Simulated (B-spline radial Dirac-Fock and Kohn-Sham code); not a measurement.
# Elastic and transport cross sections of aluminum for electrons

Calculated with a radial atomic solver, using relativistic (Dirac) partial waves in the static field of the Dirac-Fock atom with Furness-McCarthy exchange, without polarisation or absorption potentials. σ_tr1 and σ_tr2 weight the cross section with 1 − P₁ and 1 − P₂ of cos θ; "backward" is the share scattered beyond 90°.

```tsv
energy (eV)	σ (a₀²)	σ_tr1 (a₀²)	σ_tr2 (a₀²)	σ/σ_tr1	backward (%)
643	6.16	0.820	1.21	7.51	4.7
680	5.92	0.757	1.14	7.82	4.4
712	5.73	0.708	1.08	8.09	4.2
859	?	?	?	?	?
1000	4.50	0.430	0.727	10.5	2.8
1040	4.37	0.406	0.693	10.8	2.7
1430	3.45	0.249	0.460	13.8	1.8
1500	3.33	0.232	0.432	14.4	1.7
1630	3.13	0.203	0.386	15.4	1.5
1720	3.00	0.187	0.358	16.1	1.4
1780	2.92	0.177	0.342	16.5	1.3
1850	2.83	0.166	0.324	17.0	1.3
2000	2.67	0.147	0.290	18.2	1.2
```

**Question.** Fill in the row for 859 eV.

**Answer.** σ = 5.02 a₀², σ_tr1 = 0.539 a₀², σ_tr2 = 0.872 a₀², σ/σ_tr1 = 9.31, backward 3.4 %. The ratio σ/σ_tr1 is roughly the number of elastic collisions that randomise the direction.
